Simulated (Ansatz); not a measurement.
C$_{2}$H$_{12}$Al$_{2}$N$_{2}$ (`[CH3][Al@H-]1[NH2+][Al@@H-]([CH3])[NH2+]1`), charge 0, multiplicity 1.

Q: Give a relaxed structure at PBE0-D4/def2-TZVP (Ansatz). (An estimate is asked.)

A: The calculation gave: 
Z-matrix (Å, degrees):
```
Al
Al 1 2.819
N 1 1.959 2 44.0
C 1 1.960 2 116.5 3 -92.4
N 1 1.959 2 44.0 3 175.1
H 1 1.596 2 120.0 3 87.6
C 2 1.960 1 116.5 3 92.4
H 2 1.596 1 120.0 3 -87.6
H 3 1.014 1 114.3 2 117.9
H 3 1.014 1 114.7 2 -118.4
H 4 1.095 1 111.9 2 120.6
H 4 1.096 1 112.2 2 0.3
H 4 1.095 1 111.9 2 -119.9
H 5 1.014 1 114.3 2 -117.9
H 5 1.014 1 114.7 2 118.4
H 7 1.096 2 112.2 1 0.5
H 7 1.095 2 111.9 1 120.7
H 7 1.095 2 111.9 1 -119.8
```
Point group C2v.
This is one stationary point; other conformers may exist.
